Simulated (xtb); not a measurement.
Input file for xtb: GFN2-xTB on AlFH4Si (SMILES [F][AlH][SiH3]), a point of a torsion scan.

```
$ xtb mol.xyz --gfn 2 --sp --chrg 0 --uhf 0
7

F      2.35851055    -1.26589313    -0.04370955
Al     1.36591393     0.05568689     0.01295006
Si    -1.04490096    -0.05304900    -0.02151526
H      2.25025900     1.32777183     0.09314818
H     -1.52767353    -1.45134542    -0.09967165
H     -1.68460969     0.63456062    -1.16179009
H     -1.71097388     0.51483828     1.16846285
```

The log:

```
[...]
           -------------------------------------------------
          |                Calculation Setup                |
           -------------------------------------------------



           -------------------------------------------------
          |                 G F N 2 - x T B                 |
           -------------------------------------------------

        Reference                      10.1021/acs.jctc.8b01176
      * Hamiltonian:
        H0-scaling (s, p, d)           1.850000    2.230000    2.230000
        zeta-weighting                 0.500000
      * Dispersion:
        s8                             2.700000
        a1                             0.520000
        a2                             5.000000
        s9                             5.000000
      * Repulsion:
        kExp                           1.500000    1.000000
        rExp                           1.000000
      * Coulomb:
        alpha                          2.000000
        third order                    shell-resolved
        anisotropic                    true
        a3                             3.000000
        a5                             4.000000
        cn-shift                       1.200000
        cn-exp                         4.000000
        max-rad                        5.000000


          ...................................................
          :                      SETUP                      :
          :.................................................:
          :  # basis functions                  28          :
          :  # atomic orbitals                  26          :
          :  # shells                           12          :
          :  # electrons                        18          :
          :  max. iterations                   250          :
          :  Hamiltonian                  GFN2-xTB          :
          :  restarted?                      false          :
          :  GBSA solvation                  false          :
          :  PC potential                    false          :
          :  electronic temp.          300.0000000     K    :
          :  accuracy                    1.0000000          :
          :  -> integral cutoff          0.2500000E+02      :
          :  -> integral neglect         0.1000000E-07      :
          :  -> SCF convergence          0.1000000E-05 Eh   :
          :  -> wf. convergence          0.1000000E-03 e    :
          :  Broyden damping             0.4000000          :
          :  net charge                          0          :
          :  unpaired electrons                  0          :
          ...................................................

 iter      E             dE          RMSdq      gap      omega  full diag
   1     -9.6273570 -0.962736E+01  0.232E+01    3.47       0.0  T
   2     -9.6845958 -0.572388E-01  0.126E+01    3.68       1.0  T
   3     -9.6676988  0.168971E-01  0.681E+00    3.58       1.0  T
   4     -9.6984544 -0.307557E-01  0.193E+00    3.68       1.0  T
   5     -9.6996023 -0.114783E-02  0.816E-01    3.80       1.0  T
   6     -9.6997841 -0.181830E-03  0.168E-01    3.78       1.0  T
   7     -9.6998021 -0.179831E-04  0.705E-02    3.79       1.0  T
   8     -9.6998024 -0.265363E-06  0.523E-02    3.79       1.0  T
   9     -9.6998032 -0.844611E-06  0.101E-02    3.79       3.7  T
  10     -9.6998032 -0.184351E-07  0.580E-03    3.79       6.5  T
  11     -9.6998032 -0.246305E-07  0.792E-04    3.79      47.7  T
  12     -9.6998032 -0.104738E-09  0.563E-04    3.79      67.2  T

   *** convergence criteria satisfied after 12 iterations ***

         #    Occupation            Energy/Eh            Energy/eV
      -------------------------------------------------------------
         1        2.0000           -0.8049308             -21.9033
       ...           ...                  ...                  ...
         3        2.0000           -0.5203340             -14.1590
         4        2.0000           -0.5065371             -13.7836
         5        2.0000           -0.5065035             -13.7827
         6        2.0000           -0.4549772             -12.3806
         7        2.0000           -0.4338059             -11.8045
         8        2.0000           -0.4318194             -11.7504
         9        2.0000           -0.3707793             -10.0894 (HOMO)
        10                         -0.2313975              -6.2966 (LUMO)
        11                         -0.2305451              -6.2735
        12                         -0.2212372              -6.0202
        13                         -0.1835470              -4.9946
        14                         -0.1420155              -3.8644
       ...                                ...                  ...
        26                          1.2882410              35.0548
      -------------------------------------------------------------
                  HL-Gap            0.1393818 Eh            3.7928 eV
             Fermi-level           -0.3010884 Eh           -8.1930 eV

 SCC (total)                   0 d,  0 h,  0 min,  0.003 sec
 SCC setup                      ...        0 min,  0.000 sec (  1.973%)
 Dispersion                     ...        0 min,  0.000 sec (  0.739%)
 classical contributions        ...        0 min,  0.000 sec (  0.333%)
 integral evaluation            ...        0 min,  0.001 sec ( 17.950%)
 iterations                     ...        0 min,  0.002 sec ( 50.824%)
 molecular gradient             ...        0 min,  0.001 sec ( 25.951%)
 printout                       ...        0 min,  0.000 sec (  2.075%)

         :::::::::::::::::::::::::::::::::::::::::::::::::::::
         ::                     SUMMARY                     ::
         :::::::::::::::::::::::::::::::::::::::::::::::::::::
         :: total energy              -9.648741444921 Eh    ::
         :: gradient norm              0.000092500607 Eh/a0 ::
         :: HOMO-LUMO gap              3.792771980322 eV    ::
         ::.................................................::
         :: SCC energy                -9.699801589561 Eh    ::
         :: -> isotropic ES            0.041587729456 Eh    ::
         :: -> anisotropic ES          0.003924636101 Eh    ::
         :: -> anisotropic XC         -0.003384467515 Eh    ::
         :: -> dispersion             -0.003075979503 Eh    ::
         :: repulsion energy           0.051060144640 Eh    ::
         :: add. restraining           0.000000000000 Eh    ::
         :: total charge               0.000000000000 e     ::
         :::::::::::::::::::::::::::::::::::::::::::::::::::::

           -------------------------------------------------
          |                Property Printout                |
           -------------------------------------------------

    * Orbital Energies and Occupations

         #    Occupation            Energy/Eh            Energy/eV
      -------------------------------------------------------------
         1        2.0000           -0.8049308             -21.9033
         2        2.0000           -0.7143568             -19.4386
         3        2.0000           -0.5203340             -14.1590
         4        2.0000           -0.5065371             -13.7836
         5        2.0000           -0.5065035             -13.7827
         6        2.0000           -0.4549772             -12.3806
         7        2.0000           -0.4338059             -11.8045
         8        2.0000           -0.4318194             -11.7504
         9        2.0000           -0.3707793             -10.0894 (HOMO)
        10                         -0.2313975              -6.2966 (LUMO)
        11                         -0.2305451              -6.2735
        12                         -0.2212372              -6.0202
Note: The following floating-point exceptions are signalling: IEEE_UNDERFLOW_FLAG IEEE_DENORMAL
normal termination of xtb
        13                         -0.1835470              -4.9946
        14                         -0.1420155              -3.8644
        15                         -0.1292500              -3.5171
        16                         -0.1168598              -3.1799
        17                         -0.0934153              -2.5420
        18                         -0.0740207              -2.0142
        19                          0.0086981               0.2367
        20                          0.0451447               1.2284
       ...                                ...                  ...
        26                          1.2882410              35.0548
      -------------------------------------------------------------
                  HL-Gap            0.1393818 Eh            3.7928 eV
             Fermi-level           -0.3010884 Eh           -8.1930 eV

     #   Z          covCN         q      C6AA      α(0)
     1   9 F        0.672    -0.254    11.831     4.060
     2  13 Al       2.454     0.344    97.648    20.421
     3  14 Si       3.643     0.372   100.789    19.252
     4   1 H        0.880    -0.165     8.548     4.577
     5   1 H        0.913    -0.091     5.261     3.588
     6   1 H        0.914    -0.103     5.663     3.722
     7   1 H        0.914    -0.103     5.665     3.723

 Mol. C6AA /au·bohr⁶  :       1077.436429
 Mol. C8AA /au·bohr⁸  :      51971.184856
 Mol. α(0) /au        :         59.342026


Wiberg/Mayer (AO) data.
largest (>0.10) Wiberg bond orders for each atom

 ---------------------------------------------------------------------------
     #   Z sym  total        # sym  WBO       # sym  WBO       # sym  WBO
 ---------------------------------------------------------------------------
     1   9 F    1.319 --     2 Al   1.281
     2  13 Al   3.352 --     1 F    1.281     3 Si   0.938     4 H    0.883
     3  14 Si   3.588 --     2 Al   0.938     6 H    0.860     7 H    0.860
                             5 H    0.840
     4   1 H    0.973 --     2 Al   0.883
     5   1 H    0.992 --     3 Si   0.840
     6   1 H    0.989 --     3 Si   0.860
     7   1 H    0.989 --     3 Si   0.860
 ---------------------------------------------------------------------------

Topologies differ in total number of bonds
Writing topology from bond orders to xtbtopo.mol

molecular dipole:
                 x           y           z       tot (Debye)
 q only:       -0.762       0.219       0.001
   full:       -0.625       0.243       0.004       1.704
molecular quadrupole (traceless):
                xx          xy          yy          xz          yz          zz
 q only:       -4.960       1.666       0.671      -0.018      -0.177       4.289
  q+dip:       -5.320       2.004       1.156      -0.007      -0.139       4.164
   full:       -8.632       1.279       0.017      -0.148      -0.448       8.615


           -------------------------------------------------
          | TOTAL ENERGY               -9.648741444921 Eh   |
          | GRADIENT NORM               0.000092500607 Eh/α |
          | HOMO-LUMO GAP               3.792771980322 eV   |
           -------------------------------------------------

------------------------------------------------------------------------
------------------------------------------------------------------------
 total:
 SCF:
```

The run finished.

Cost: roughly 0.020 core-seconds.
